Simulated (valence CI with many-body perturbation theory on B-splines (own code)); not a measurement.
# Fe XIII: key properties

Computed by configuration interaction combined with many-body perturbation theory (CI+MBPT): four valence electrons over a frozen Dirac-Fock core [Ne], radial functions for each j: 11 s, 11 p, 10 d, 8 f, 5 g, 2 h, with the one-electron correlation potential Σ1, the two-electron term Σ2, the three-electron term Σ3, Breit, model QED; selected CI, second order for the rest, scaled by the run's own slope (own B-spline code, finite nucleus).

No measured levels were compared; by estimate levels of excited configurations hold to 0.05 to 0.15 % of their energy, terms of the ground configuration to about 0.5 %. Among the levels kept, up to 530 cm⁻¹ of a level comes from second order outside the variational space, and about a tenth of that is noise between levels of different J, which matters for small intervals.

Rates and lifetimes use the calculated energies. Strong lines usually hold to 10 to 20 %, long lifetimes can be off by a factor of two.

(1) What is the ground level?

(2) How is the term 3P of the ground level split?

(3) What is the ionisation energy?

(4) How well does LS coupling describe the low levels?

(5) Name the longest-lived excited levels whose lifetime is computed, and their main decay.

(6) Among levels below 148.99 eV, which E1 lines absorb most strongly from the ground level?

(7) Where does the other parity begin?

Answers

(1) 3s2 3p2 3P_0, composition 93 % 3s2 3p2 3P + 3 % 3s2 3p2 1S.

(2) J = 0 at 0.00, J = 1 at 1.15, J = 2 at 2.30 eV.

(3) 359.73 eV; NIST lists 361 ± 0.7 eV (semi-empirical).

(4) Among the lowest 20 levels the leading LS term, summed over configurations, holds 90 % on average. For single configurations the figures are 82 % in LS and 65 % in jj coupling. Terms mix most in the J = 2 level at 60.33 eV, where the leading one holds 49 %.

(5) 3s2 3p2 3P_2 at 2.30 eV lives 101 ms, mostly by M1 to 3s2 3p2 3P_1; 3s2 3p2 3P_1 at 1.15 eV lives 71.4 ms, mostly by M1 to 3s2 3p2 3P_0; 3s2 3p2 1D_2 at 5.98 eV lives 6.27 ms, mostly by M1 to 3s2 3p2 3P_2. The lifetime of 3s2 3p 3d 3F°_4 is too uncertain to give, and may be longer.

(6) to 3s2 3p 3d 3P°_1 at 20.20 nm, f = 0.842; to 3s 3p3 3S°_1 at 24.04 nm, f = 0.174; to 3s2 3p 3d 3D°_1 at 19.74 nm, f = 0.132.

(7) At 3s 3p3 5S°_2, 26.58 eV.
